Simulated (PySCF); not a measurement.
Electron correlation in Xe⁺ (xenon, charge +1)

Starting occupation: [Kr] 4d10 5s2 5p4 6s1, 5p1/2 with m_j = +1/2, 5p3/2 with m_j = -1/2, +1/2, +3/2, 6s1/2 with m_j = +1/2. Calculation: PySCF 2.14, in x2c-TZVPall-2c with one added diffuse shell each of s, p, d, f type (9s10p6d3f, 90 functions); X2C-1e with screened-nucleus spin-orbit coupling, Gaussian nucleus. Frozen: [Ar] 3d10; 25 electrons correlated; the 6 highest virtual spinors left out.

MP2 pair energies summed by pair of shells (mhartree):

```json
{"pair": "4d-4d", "energy": "-267.11", "share (%)": "40.7"}
{"pair": "4d-5p", "energy": "-83.69", "share (%)": "12.8"}
{"pair": "4d-4p", "energy": "-68.02", "share (%)": "10.4"}
{"pair": "4d-5s", "energy": "-48.86", "share (%)": "7.5"}
{"pair": "5p-5p", "energy": "-39.32", "share (%)": "6.0"}
{"pair": "5p-5s", "energy": "-38.89", "share (%)": "5.9"}
{"pair": "4p-4p", "energy": "-30.10", "share (%)": "4.6"}
{"pair": "4d-4s", "energy": "-18.22", "share (%)": "2.8"}
{"pair": "5p-6s", "energy": "-13.40", "share (%)": "2.0"}
{"pair": "4p-4s", "energy": "-9.75", "share (%)": "1.5"}
{"pair": "4p-5p", "energy": "-8.69", "share (%)": "1.3"}
{"pair": "4p-5s", "energy": "-8.53", "share (%)": "1.3"}
{"pair": "5s-5s", "energy": "-6.47", "share (%)": "1.0"}
{"pair": "4d-6s", "energy": "-5.58", "share (%)": "0.9"}
{"pair": "5s-6s", "energy": "-4.28", "share (%)": "0.7"}
{"pair": "4s-4s", "energy": "-2.35", "share (%)": "0.4"}
{"pair": "4s-5p", "energy": "-1.17", "share (%)": "0.2"}
{"pair": "4s-5s", "energy": "-0.72", "share (%)": "0.1"}
{"pair": "4p-6s", "energy": "-0.57", "share (%)": "0.1"}
{"pair": "4s-6s", "energy": "-0.05", "share (%)": "0.0"}
```

Total MP2 correlation energy: -655.80 mhartree.

The GHF reference relaxed away from the jj start to a determinant that is no pure jj level (⟨S²⟩ = 3.54, ⟨J²⟩ = 9.13); the energies belong to that determinant.

This basis was not built for core-valence correlation, so the inner-shell part is incomplete.
